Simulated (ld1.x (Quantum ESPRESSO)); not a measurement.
The numbers below are computed, except where a source is named.
# Pseudopotentials across the periodic table

Generated with ld1.x 7.5 (TM, RRKJ, ultrasoft, PAW), atompaw 4.2 or ONCVPSP 4.0.1. The cutoff is in Ry: for ld1.x and atompaw files where the sum of valence levels is converged to 10 mRy in a Bessel basis, for ONCV files where the hardest occupied wave has 1 mHa per electron of residual kinetic energy. The error is the largest all-electron minus pseudo excitation energy over each file’s own four to seven test configurations (ionisations up to +4, promotions, holes and added fractions of an electron), all of which were solved. The labels leave out finer settings (local radius, basis sizes, second energies), which also bear on the numbers. Spin-polarised tests are not counted. The rows are a selection from randomly drawn settings: files with unsolved tests, undetermined cutoffs or missed reference levels are left out.

A true bound ghost makes a file unfit for plane-wave use even where its test errors are small: the radial tests pick states by their node count and pass the ghost by.

```csv
element,potential,cutoff (Ry),largest error (meV),bound ghosts
Si,"PAW, PBE, scalar-relativistic, rc 1.80/2.00/1.75 (spd), local smoothed, core correction yes, reference 3s2 3p2",10,-58,none
Ga,"ultrasoft, PBE, fully relativistic, rc 2.15/2.05 (sp), local smoothed, core correction yes, reference 4s1 4p0",6,-151,none
Zr,"TM, PBE, non-relativistic, rc 3.30/1.35/2.20 (spd), local s, core correction yes, reference 4p6 4d2 5s1 5p0",55,-491,none
Nb,"RRKJ, PBE, fully relativistic, rc 3.00/2.85/2.60 (spd), local s, core correction yes, reference 4d4 5s0.75 5p0.25",21,-209,none
Ru,"TM, PW91, scalar-relativistic, rc 2.15/2.75/1.20 (spd), local s, core correction yes, reference 4d7 5s1 5p0",70,-674,none
Sn,"TM, revPBE, non-relativistic, rc 1.95/1.90/1.60 (spd), local s, core correction yes, reference 4d10 5s2 5p2",80,-11,none
Te,"TM, LDA (PZ), scalar-relativistic, rc 1.70/2.20 (sp), local s, core correction yes, reference 5s2 5p3",30,-157,d
```

(1) Fill in the row for Zr: TM, LDA (PZ), scalar-relativistic, rc 3.25/1.70/1.70 (spd), local p, core correction yes, reference 4p6 4d2 5s1 5p0.

(2) Fill in the row for P: PAW, LDA (PZ), scalar-relativistic, rc 1.60/2.05/1.50 (spd), local smoothed, core correction yes, reference 3s2 3p3.

Answers

(1) cutoff 40 Ry, largest error +71 meV, bound ghosts: s.

(2) cutoff 15 Ry, largest error -160 meV, bound ghosts: none.
